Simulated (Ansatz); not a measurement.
Consider the ligand exchange at the In–Br bond: `[CH3][In]([F])[Br]` + HI → `[CH3][In]([F])[I]` + HBr.

Program: Ansatz. Geometries: PBE0-D4/def2-TZVP. ΔE: electronic, gas phase. CCSD(T)/CBS adds triple-zeta CCSD(T) − MP2 to the extrapolated MP2 energy (def2 sets, frozen cores). def2 core potentials past Kr. For Br, I, In outer-core shells are correlated without core-valence functions, which leaves a few kJ/mol of doubt a bond. Scalar relativity is left out up to krypton.

`[CH3][In]([F])[Br]`:

Z-matrix (Å, degrees):
```
C
In 1 2.124
H 1 1.089 2 109.0
H 1 1.089 2 108.9 3 119.1
H 1 1.088 2 109.0 3 -120.5
F 2 1.949 1 120.7 3 122.1
Br 2 2.454 1 129.9 3 -57.8
```

HI:

Cartesian coordinates in Å:
```
I -0.146 0.348 0.711
H 0.146 -0.348 -0.711
```

`[CH3][In]([F])[I]`:

Z-matrix (Å, degrees):
```
C
In 1 2.128
H 1 1.090 2 109.1
H 1 1.089 2 109.1 3 119.2
H 1 1.089 2 108.8 3 -120.4
F 2 1.952 1 118.6 3 120.2
I 2 2.642 1 131.1 3 -59.8
```

HBr:

Cartesian coordinates in Å:
```
Br -0.412 -0.354 0.458
H 0.412 0.354 -0.458
```

```json
{"level": "CCSD(T)/def2-SVP", "ΔE (kJ/mol)": "-12.2"}
{"level": "HF/def2-QZVPP", "ΔE (kJ/mol)": "-7.0"}
```

(1) What does CCSD(T)/CBS give? (Best estimate.)

(2) What do rigid-rotor, harmonic-oscillator terms from PBE0-D4/def2-TZVP frequencies (298.15 K, 1 bar) make of the CCSD(T)/CBS value? (An estimate is asked.)

Largest T1 diagnostic among the species: 0.013.

## Answers

(1) The calculation gave: -13.3 kJ/mol. The listed levels differ from it by 1.1, 6.3 kJ/mol.

(2) The calculation gave: ΔZPE = +1.4 kJ/mol, ΔH = -11.7 kJ/mol, ΔS = 1 J/(mol·K), ΔG = -11.9 kJ/mol. Modes under 50 cm⁻¹ make the entropy rough.

Leaving LDA and LC-ωPBE aside and taking each functional with its dispersion term where it has one, the values, not all of them listed here, spread over 6.2 kJ/mol, from PBE-QIDH to B97M-V.

CCSD(T)/CBS has its own doubt, a few kJ/mol and more with outer-core shells, so smaller differences from it don't rank the levels.
